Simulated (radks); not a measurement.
Values are calculated unless marked as measured or tabulated.
Numerical settings for the mercury ion Hg+, [Xe] 4f14 5d10 6s1. Level of theory: non-relativistic Kohn-Sham, LDA (Slater exchange, Perdew-Wang correlation), spin-polarised, spherical densities, point nucleus; open shells are filled with parallel spins first (spin-orbit coupling, left out, can overturn this in heavy ions); relativity is left out, which matters for an element this heavy (a radial shooting solver on a logarithmic mesh with Libxc functionals). The defaults (mesh step 0.008 in ln r, mesh end at 40 bohr or more with all orbitals vanishing there, Anderson mixing 0.5 over 9 steps, residual threshold near 1e-9 with the energy settled to 1e-9 hartree or 1e-11 of itself, here a cap of 88 iterations) give E = -18403.916 hartree and 6s at -12.906 eV in 15 iterations. Run on one thread of a shared host, so times are rough (Arm Neoverse N1): 0.31 s of CPU time, 0.31 s wall, 15 iterations on 2648 mesh points. Changes against that run (0 stands for a change within the tolerance of the run):

| setting | iterations | converged | E (mhartree) | e(6s) (meV) | CPU (s) |
|---|---|---|---|---|---|
| mesh step in ln r 0.12 | 4 | no | diverged | - | 0.02 |
| mesh step in ln r 0.005 | 15 | yes | 0 | 0 | 0.48 |
| mesh step in ln r 0.05 | 15 | yes | +0.289 | +0.0144 | 0.07 |
| mesh end (bohr) 20 | 15 | yes | 0 | 0 | 0.3 |
| mesh end (bohr) 3 | 13 | level above zero | +1.23e+03 | +2.16e+04 | 0.22 |
| residual threshold 0.01 | 9 | yes | +0.00211 | +4.88 | 0.23 |
| residual threshold 1e-05 | 10 | yes | 0 | -0.0342 | 0.24 |
| mixing 1 | 13 | yes | 0 | 0 | 0.28 |
| linear mixing, mixing 1 | 88 | no | +1.31e+06 | +1.07e+04 | 5.9 |
| linear mixing, mixing 0.2 | 87 | yes | 0 | 0 | 1.2 |
| mixing history 3 | 18 | yes | 0 | 0 | 0.33 |
| iteration cap 3 | 3 | no | +41 | -1.33e+03 | 0.08 |

Settled on a wrong energy, with an occupied level pushed above zero by the early mesh end: mesh end (bohr) 3 (+1.23 hartree). Apart from these: no run marked as converged misses the energy by more than 1 mhartree. A mesh that ends early acts as a hard wall.
